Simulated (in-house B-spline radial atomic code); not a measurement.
# Neutral cadmium: [Kr] 4d10 5s2

Computed with an all-electron radial atomic-structure program (B-spline basis): Dirac-Kohn-Sham relativistic LDA, spherical fractional occupations, Fermi nucleus of rms radius 4.6087 fm.

Screening seen three ways: the hydrogenic charge with the same mean radius, Z_r = [3n² - l(l+1)]/(2<r>), the one with the same energy, Z_e = n√(-2ε), and Slater's rules. Values are occupation-weighted means over j. An effective charge above Z reflects the relativistic contraction of the inner shells.

```json
{"shell": "1s", "electrons": "2", "ε (eV)": "-26358", "<r> (bohr)": "0.03051", "Z_r": "49.17", "Z_e": "44.01", "Slater": "47.70"}
{"shell": "2s", "electrons": "2", "ε (eV)": "-3917.5", "<r> (bohr)": "0.1317", "Z_r": "45.57", "Z_e": "33.94", "Slater": "43.85"}
{"shell": "2p", "electrons": "6", "ε (eV)": "-3525.4", "<r> (bohr)": "0.1149", "Z_r": "43.52", "Z_e": "32.19", "Slater": "43.85"}
{"shell": "3s", "electrons": "2", "ε (eV)": "-729.97", "<r> (bohr)": "0.3593", "Z_r": "37.57", "Z_e": "21.97", "Slater": "36.75"}
{"shell": "3p", "electrons": "6", "ε (eV)": "-600.16", "<r> (bohr)": "0.3576", "Z_r": "34.95", "Z_e": "19.92", "Slater": "36.75"}
{"shell": "3d", "electrons": "10", "ε (eV)": "-393.49", "<r> (bohr)": "0.3352", "Z_r": "31.33", "Z_e": "16.13", "Slater": "26.85"}
{"shell": "4s", "electrons": "2", "ε (eV)": "-105.43", "<r> (bohr)": "0.8799", "Z_r": "27.28", "Z_e": "11.13", "Slater": "20.25"}
{"shell": "4p", "electrons": "6", "ε (eV)": "-66.983", "<r> (bohr)": "0.9604", "Z_r": "23.95", "Z_e": "8.88", "Slater": "20.25"}
{"shell": "4d", "electrons": "10", "ε (eV)": "-11.937", "<r> (bohr)": "1.292", "Z_r": "16.25", "Z_e": "3.75", "Slater": "8.85"}
{"shell": "5s", "electrons": "2", "ε (eV)": "-5.9378", "<r> (bohr)": "2.872", "Z_r": "13.06", "Z_e": "3.30", "Slater": "4.35"}
```

The least bound orbital is 5s1/2 at -5.938 eV, and it is also the most diffuse (<r> = 2.872 bohr).

Spin-orbit splittings of the orbital energies (j = l + 1/2 above j = l - 1/2 when positive): 2p 190.7 eV, 3p 34.09 eV, 3d 6.961 eV, 4p 5.865 eV, 4d 0.7013 eV.

For the 1s electron the small component carries 3.08 % of the norm, the zero-frequency Breit interaction raises the level by 58.88 eV, self-energy by 33.07 eV, and vacuum polarisation lowers it by 4.216 eV.
